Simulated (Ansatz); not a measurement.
One change: `[NH2][Hf]([NH2])([F])[Cl]` becomes `[NH2][Hf]([F])([Cl])[Cl]`.

Ansatz, PBE0-D4/def2-TZVP geometries, multiplicity 1. Each molecule was computed in one conformer, which needn't be the lowest.

Elements past krypton have def2 core potentials.

```
                                      property  `[NH2][Hf]([NH2])([F])[Cl]`
         HOMO energy (ωB97M-V/def2-TZVPP) / eV                       -10.02
zero-point energy (PBE0-D4/def2-TZVP) / kJ/mol                        136.9
            LUMO energy (PBE0/def2-TZVPP) / eV                        -0.41
       HOMO–LUMO gap (ωB97M-V/def2-TZVPP) / eV                        10.94
           HOMO energy (B3LYP/def2-TZVPP) / eV                        -7.41
           LUMO energy (B3LYP/def2-TZVPP) / eV                        -0.66
```

(1) Give the same properties after the change, and the shifts. (Estimate.)

Answers

(1) Ansatz gave: 
| property | `[NH2][Hf]([F])([Cl])[Cl]` | shift |
| --- | --- | --- |
| HOMO energy (ωB97M-V/def2-TZVPP) / eV | -10.59 | -0.57 |
| zero-point energy (PBE0-D4/def2-TZVP) / kJ/mol | 75.5 | -61.4 |
| LUMO energy (PBE0/def2-TZVPP) / eV | -1.25 | -0.84 |
| HOMO–LUMO gap (ωB97M-V/def2-TZVPP) / eV | 11.36 | 0.42 |
| HOMO energy (B3LYP/def2-TZVPP) / eV | -8.03 | -0.62 |
| LUMO energy (B3LYP/def2-TZVPP) / eV | -1.47 | -0.81 |

With PBE0 the HOMO falls by 0.62 eV and the LUMO falls by 0.84 eV, so the gap narrows by about 0.22 eV. PBE moves the HOMO by -0.64 eV and ωB97M-V by -0.57 eV. The zero-point energy changes by -61.4 kJ/mol with -6 modes.

B3LYP here is the variant with VWN-RPA as its local correlation; programs differ in this.
